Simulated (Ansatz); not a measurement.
`Sc1ccc(-c2ccc(-c3ccc(-c4ccc(S)cc4)cc3)cc2)cc1`. The state is a triplet with charge 0. Geometry PBE-D4/def2-SVP, that of the neutral singlet; atoms count from 1.

```xyz
44

S     9.091   -3.342   -0.747
C     7.451   -2.692   -0.568
C     7.154   -1.523    0.163
C     5.836   -1.067    0.263
C     4.766   -1.748   -0.360
C     3.374   -1.257   -0.253
C     2.913   -0.599    0.911
C     1.600   -0.133    1.011
C     0.678   -0.299   -0.048
C    -0.713    0.198    0.057
C    -1.408    0.684   -1.074
C    -2.719    1.157   -0.974
C    -3.405    1.167    0.262
C    -4.793    1.670    0.369
C    -5.258    2.725   -0.449
C    -6.567    3.207   -0.352
C    -7.468    2.643    0.575
S    -9.142    3.194    0.769
C    -7.020    1.587    1.398
C    -5.708    1.117    1.294
C    -2.711    0.678    1.393
C    -1.399    0.207    1.293
C     1.138   -0.957   -1.212
C     2.451   -1.425   -1.311
C     5.081   -2.917   -1.090
C     6.393   -3.386   -1.194
H     9.712   -2.395    0.008
H     7.963   -0.958    0.650
H     5.637   -0.138    0.817
H     3.596   -0.466    1.764
H     1.284    0.390    1.926
H    -0.901    0.709   -2.051
H    -3.231    1.512   -1.881
H    -4.569    3.202   -1.161
H    -6.889    4.039   -0.997
H    -9.100    4.147   -0.202
H    -7.710    1.123    2.119
H    -5.394    0.276    1.930
H    -3.205    0.686    2.376
H    -0.899   -0.181    2.193
H     0.445   -1.121   -2.050
H     2.776   -1.917   -2.240
H     4.272   -3.493   -1.565
H     6.601   -4.307   -1.760
```

Single mean-field runs in def2-TZVP are fitted with def2-universal-jkfit. At PBE0-D4/def2-TZVP a singlet of charge 0 lies 3.01 eV below the triplet at the same geometry.

Q: Estimate the Mulliken populations of the heavy atoms from the PBE0/def2-TZVP orbitals of Ansatz.

A: 
```tsv
atom	charge (e)	spin (α − β)
S1	-0.16	0.04
C2	0.18	0.11
C3	-0.21	-0.05
C4	-0.22	0.09
C5	0.13	-0.04
C6	0.19	0.30
C7	-0.21	-0.05
C8	-0.21	0.14
C9	0.17	0.13
C10	0.18	0.29
C11	-0.22	0.12
C12	-0.22	0.01
C13	0.20	0.37
C14	0.14	-0.02
C15	-0.22	0.12
C16	-0.21	-0.07
C17	0.18	0.17
S18	-0.16	0.06
C19	-0.18	-0.06
C20	-0.22	0.12
C21	-0.21	0.01
C22	-0.22	0.12
C23	-0.21	0.15
C24	-0.21	-0.05
C25	-0.21	0.09
C26	-0.18	-0.05
```
Mulliken values depend strongly on the basis.

Q: Where does the spin sit?

A: Summed by element: S 0.09, C 1.96, H -0.05, of 2 unpaired in all. Largest on single atoms: C13 0.37, C6 0.30, C10 0.29.

Q: And the Mayer bond orders between heavy atoms (over 0.3)?

A: S1–C2 1.08 (1.77 Å); C2–C3 1.33 (1.41 Å); C2–C26 1.32 (1.41 Å); C3–C4 1.50 (1.40 Å); C4–C5 1.33 (1.41 Å); C5–C6 0.96 (1.48 Å); C5–C25 1.33 (1.41 Å); C6–C7 1.26 (1.41 Å); C6–C24 1.26 (1.41 Å); C7–C8 1.57 (1.40 Å); C8–C9 1.22 (1.41 Å); C9–C10 1.10 (1.48 Å); C9–C23 1.22 (1.41 Å); C10–C11 1.18 (1.41 Å); C10–C22 1.18 (1.41 Å); C11–C12 1.62 (1.40 Å); C12–C13 1.20 (1.41 Å); C13–C14 1.01 (1.48 Å); C13–C21 1.20 (1.41 Å); C14–C15 1.30 (1.41 Å); C14–C20 1.30 (1.41 Å); C15–C16 1.52 (1.40 Å); C16–C17 1.31 (1.41 Å); C17–S18 1.09 (1.77 Å); C17–C19 1.30 (1.41 Å); C19–C20 1.53 (1.40 Å); C21–C22 1.62 (1.40 Å); C23–C24 1.57 (1.40 Å); C25–C26 1.51 (1.40 Å).
